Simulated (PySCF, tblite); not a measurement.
Isomers of C8H9O (doublet state), one GFN2-xTB conformer each. Single-point energies are computed at B3LYP/pcH-1 (PySCF, gas phase, no added dispersion term), electronic only. GFN2-xTB treats the open shell by occupation alone, and not every SCF solution was tested for stability.

Question: Rank them by B3LYP/pcH-1 energy, lowest first (kcal/mol).
A. `[CH2:1]=[C:2]1[CH:3]=[CH:4][CH2:5][C:6]1[C:7]([CH3:8])=[O:9]` (doublet state) with C5–C6–C7–C8 0°
B. `[CH3:1][C:2](=[O:3])[C@H:4]1[CH:5][C@@H:6]2[CH:7]=[CH:8][C@H:9]12` (doublet state) with C1–C2–C4–C5 90°
C. `[O:1]=[C:2]1[CH:3]=[C:4][C@@H:5]([CH:6]2[CH2:7][CH2:8]2)[CH2:9]1` (doublet state) with C4–C5–C6–C7 -91°
D. `[O:1]=[C:2]1[C:3]=[CH:4][C@H:5]([CH:6]2[CH2:7][CH2:8]2)[CH2:9]1` (doublet state) with C4–C5–C6–C7 88°
E. `[CH3:1][C:2](=[O:3])[C:4]1=[CH:5][CH:6][CH:7]=[CH:8][CH2:9]1` (doublet state) with C1–C2–C4–C5 0°
F. `[CH3:1][C:2](=[O:3])[C:4]1=[CH:5][CH2:6][C:7]=[CH:8][CH2:9]1` (doublet state) with C1–C2–C4–C5 1°, C4–C5–C6–C7 -14°, C5–C6–C7–C8 14°, C7–C8–C9–C4 -16°, C2–C4–C9–C8 -164°
G. `[CH2:1]=[CH:2][C:3]1=[CH:4][C:5](=[O:6])[CH2:7][CH:8][CH2:9]1` (doublet state) with C1–C2–C3–C4 177°, C3–C4–C5–O6 -146°, C4–C5–C7–C8 -64°, C5–C7–C8–C9 73°, C7–C8–C9–C3 -44°

Answer: E (0.0), A (12.2), G (33.6), F (41.5), C (56.3), D (59.9), B (73.9).

As drawn, the highest has a four-membered ring, which the lowest lacks. Neighbours under 5.0 kcal/mol apart (O=C1C=[C][C@@H](C2CC2)C1 and O=C1[C]=C[C@H](C2CC2)C1) can change places with a better method, another conformer or zero-point energy. GFN2-xTB itself gives, in the same order: 0.0, 10.8, 29.5, 43.3, 44.8, 47.3, 56.3. Both levels put the same isomer lowest; measured from each level's own lowest isomer, the values differ by up to 17.6 kcal/mol (CC(=O)[C@H]1[CH][C@@H]2C=C[C@@H]21: 56.3 against 73.9).

Q: What happens when harmonic zero-point energies from GFN2-xTB frequencies are added?

A: 
```json
{"SMILES": "CC(=O)C1=C[CH]C=CC1", "ZPE (kcal/mol)": "89.7", "electronic (kcal/mol)": "0.0", "with ZPE (kcal/mol)": "0.0"}
{"SMILES": "C=C1C=CC[C]1C(C)=O", "ZPE (kcal/mol)": "89.0", "electronic (kcal/mol)": "12.2", "with ZPE (kcal/mol)": "11.5"}
{"SMILES": "C=CC1=CC(=O)C[CH]C1", "ZPE (kcal/mol)": "89.0", "electronic (kcal/mol)": "33.6", "with ZPE (kcal/mol)": "32.8"}
{"SMILES": "CC(=O)C1=CC[C]=CC1", "ZPE (kcal/mol)": "89.4", "electronic (kcal/mol)": "41.5", "with ZPE (kcal/mol)": "41.1"}
{"SMILES": "O=C1C=[C][C@@H](C2CC2)C1", "ZPE (kcal/mol)": "90.8", "electronic (kcal/mol)": "56.3", "with ZPE (kcal/mol)": "57.3"}
{"SMILES": "O=C1[C]=C[C@H](C2CC2)C1", "ZPE (kcal/mol)": "90.7", "electronic (kcal/mol)": "59.9", "with ZPE (kcal/mol)": "60.9"}
{"SMILES": "CC(=O)[C@H]1[CH][C@@H]2C=C[C@@H]21", "ZPE (kcal/mol)": "88.6", "electronic (kcal/mol)": "73.9", "with ZPE (kcal/mol)": "72.7"}
```

The zero-point energies span 2.2 kcal/mol. The order is unchanged.
